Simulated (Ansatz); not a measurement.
C2H6ClMoNO, SMILES `C[N]=[Mo]([CH3])(=[O])[Cl]`. Charge 0, multiplicity 1. Mo: def2 effective core potential. Geometry: relaxed with PBE0-D4/def2-TZVP.

```xyz
12

C    -2.113    0.585    0.437
N    -0.703    0.584    0.295
Mo    0.720    0.443   -0.656
C     1.698   -1.217    0.186
O     0.258    0.001   -2.203
Cl    1.973    2.340   -0.532
H    -2.461    1.579    0.736
H    -2.402   -0.122    1.222
H    -2.611    0.297   -0.496
H     2.604   -1.414   -0.396
H     1.965   -0.966    1.217
H     1.072   -2.110    0.191
```

What is the dipole moment at r2SCAN/def2-TZVPP? (Estimate.)

Computed: 2.78 D, with components (-1.59, -1.16, 1.96) D in this frame, pointing from negative to positive charge.

And with PBE, B3LYP, ωB97M-V? (An estimate is asked.)

Computed: PBE 2.71 D, B3LYP 2.78 D, ωB97M-V 2.77 D.

Give the Mulliken charges with r2SCAN, B3LYP, PBE in def2-TZVPP. (Best estimate.)

Computed: 
```json
{"atom": "C1", "r2SCAN": "0.00", "B3LYP": "-0.13", "PBE": "-0.14"}
{"atom": "N2", "r2SCAN": "-0.54", "B3LYP": "-0.52", "PBE": "-0.46"}
{"atom": "Mo3", "r2SCAN": "1.27", "B3LYP": "1.28", "PBE": "1.14"}
{"atom": "C4", "r2SCAN": "-0.37", "B3LYP": "-0.46", "PBE": "-0.46"}
{"atom": "O5", "r2SCAN": "-0.51", "B3LYP": "-0.51", "PBE": "-0.45"}
{"atom": "Cl6", "r2SCAN": "-0.35", "B3LYP": "-0.34", "PBE": "-0.32"}
{"atom": "H7", "r2SCAN": "0.07", "B3LYP": "0.11", "PBE": "0.11"}
{"atom": "H8", "r2SCAN": "0.07", "B3LYP": "0.11", "PBE": "0.11"}
{"atom": "H9", "r2SCAN": "0.07", "B3LYP": "0.11", "PBE": "0.11"}
{"atom": "H10", "r2SCAN": "0.09", "B3LYP": "0.12", "PBE": "0.12"}
{"atom": "H11", "r2SCAN": "0.09", "B3LYP": "0.12", "PBE": "0.12"}
{"atom": "H12", "r2SCAN": "0.09", "B3LYP": "0.12", "PBE": "0.12"}
```

B3LYP here is the variant with VWN-RPA as its local correlation; programs differ in this.
